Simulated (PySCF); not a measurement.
# Zr(2+) (zirconium, charge +2) across methods

[Kr] 4d2, high-spin 3F determinant. All numbers are calculated (PySCF 2.14, scalar relativity by spin-free X2C-1e, in x2c-QZVPPall (13s8p7d3f2g, 111 functions)).

```tsv
method	E (hartree)	mean ε 4p α (eV)	mean ε 4p β (eV)	mean ε 4d α (eV)	Σ⟨r²⟩ (bohr²)	⟨S²⟩
PBE0	-3597.24	-49.908	-48.291	-19.643	30.13	2.002
r2SCAN	-3597.55	-48.185	-46.812	-18.534	30.12	2.002
LDA	-3593.09	-47.492	-46.379	-18.221	30.32	2.000
BLYP	-3597.67	-47.131	-46.022	-18.139	30.42	2.001
PBE	-3597.16	-47.351	-46.148	-18.304	30.29	2.001
M06-2X	-3597.80	-52.113	-50.465	-20.637	30.22	2.001
TPSS	-3597.42	-47.580	-46.317	-18.360	30.16	2.001
UHF	-3595.58439	-56.489	-53.456	-23.018	30.13	2.005
```
